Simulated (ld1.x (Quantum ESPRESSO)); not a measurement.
What the settings do to the RRKJ potential of germanium

Base potential:

germanium (Ge), norm-conserving RRKJ (Kleinman–Bylander form), made with ld1.x (Quantum ESPRESSO) 7.5 (PBE, scalar-relativistic). Core [Ar], reference 3d10 4s2 4p1.5 (charge +0.5). Waves: 4s (bound): rc 1.80 bohr; 4p (bound): rc 2.10 bohr; 3d (bound): rc 1.30 bohr. Local part: the d channel. Core correction: none. rho0 = 0.01.

All-electron outer shells of the reference configuration (PBE, scalar-relativistic, ld1.x):

```
shell  level (eV)  outermost node (bohr)  outermost maximum (bohr)
   3p     -119.86                   0.23                      0.54
   3d      -33.54                      –                      0.50
   4s      -15.60                   0.77                      1.73
   4p       -7.38                   0.82                      2.14
```

Cutoffs, loose and tight: the cutoffs (Ry, on a coarse ladder) from which the occupation-weighted sum of valence levels, in a spherical-Bessel basis at the reference potential, stays within 10 and 1 mRy of its value at 400 Ry. They do not see the model core or the augmentation charge, which bear on the density cutoff. Test errors are all-electron minus pseudo excitation energies from the reference, over the configurations 3d10 4s2 4p2; 3d10 4s2 4p1; 3d10 4s2 4p0; 3d10 4s1 4p0; 3d10 4s1 4p2; 3d10 4s0 4p0; 3d10 4s1 4p3. A dash means not determined; rows that change the core or the reference have their own tests. The largest error is taken over the tests solved by every variant that gives reliable tests at all: 3d10 4s0 4p0; 3d10 4s1 4p0; 3d10 4s1 4p3; 3d10 4s2 4p0; 3d10 4s2 4p1; 3d10 4s2 4p2.

A true bound ghost makes a file unfit for plane-wave use even where its test errors are small: the radial tests pick states by their node count and pass the ghost by. Where a test does run into it, the solver fails or the error is huge.

```csv
change,outcome,"cutoff, loose","cutoff, tight",bound ghosts,largest test error (meV)
base,generated,180 Ry,300 Ry,"s, p",+224
wave 4p (bound): rc 2.10 bohr becomes 4p (bound): rc 1.36 bohr,generated,180 Ry,300 Ry,"s, p",+205
wave 4p (bound): rc 2.10 bohr becomes 4p (bound): rc 1.62 bohr,generated,180 Ry,300 Ry,"s, p",+201
wave 4p (bound): rc 2.10 bohr becomes 4p (bound): rc 1.94 bohr,generated,180 Ry,300 Ry,"s, p",+217
wave 4p (bound): rc 2.10 bohr becomes 4p (bound): rc 2.24 bohr,generated,180 Ry,300 Ry,"s, p",+228
wave 4p (bound): rc 2.10 bohr becomes 4p (bound): rc 2.46 bohr,generated,180 Ry,300 Ry,"s, p",+221
wave 4p (bound): rc 2.10 bohr becomes 4p (bound): rc 2.78 bohr,generated,180 Ry,300 Ry,"s, p",+193
```

(1) What comes out with this change to the base: wave 4p (bound): rc 2.10 bohr becomes 4p (bound): rc 3.20 bohr?

## Answers

(1) outcome: generated; cutoff, loose: 180 Ry; cutoff, tight: 300 Ry; bound ghosts: s, p; largest test error (meV): +151.

Reading the sweep of the p radius (base included, trends over the rows without a ghost): Bound ghosts are found at 1.36, 1.62, 1.94, 2.1, 2.24, 2.46, 2.78, 3.2 bohr. Every judged row has one, so this setting neither creates nor removes them.
